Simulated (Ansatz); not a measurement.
Input file for Ansatz (a quantum-chemistry and plane-wave program): R-r2SCAN/def2-TZVPP on BiH3Te2 (SMILES [TeH][BiH][TeH]), a point of a torsion scan. Elements past Kr take the def2 small-core potentials; no spin–orbit coupling.

Ansatz 0.2 input:
```yaml
crystal:
  periodic: [false, false, false]
  atoms:
    - {symbol: Te, position_ang: [-1.64312943, -0.91588163, -0.26962871]}
    - {symbol: Bi, position_ang: [0.32433178, 0.85000564, 0.72387018]}
    - {symbol: Te, position_ang: [-0.80299656, 3.18848972, -0.33917677]}
    - {symbol: H, position_ang: [-1.93978872, 0.03361348, -1.58807616]}
    - {symbol: H, position_ang: [-0.62882520, 1.09385977, 2.22972119]}
    - {symbol: H, position_ang: [0.45662159, 3.36098607, -1.40474611]}
basis:
  gaussian:
    orbitals: def2-TZVPP
hamiltonian:
  xc: {name: r2SCAN}
scf: {lower_state_search: off}
```

The head of its log:

```
WARN ansatz: RAYON_NUM_THREADS=1 ignored (pool sized by the plan → 1); use --threads N
Functional definition: r2SCAN
these checks for a lower state are left out or cut short: stability, starts, cluster_reference, orbital_swaps, neighbouring_geometries, increment
integrals: 0.13 GiB planned
1309 factors; their error is unknown
mean field: 0.78 GiB planned
mean field evaluation 1: about -20485.3060 eV, gradient 1.5e1 eV
mean field evaluation 2: about -20484.2049 eV, gradient 2.6e1 eV
```

**Question.** Give the final energy of this run.

**Answer.** -752.8428 hartree.
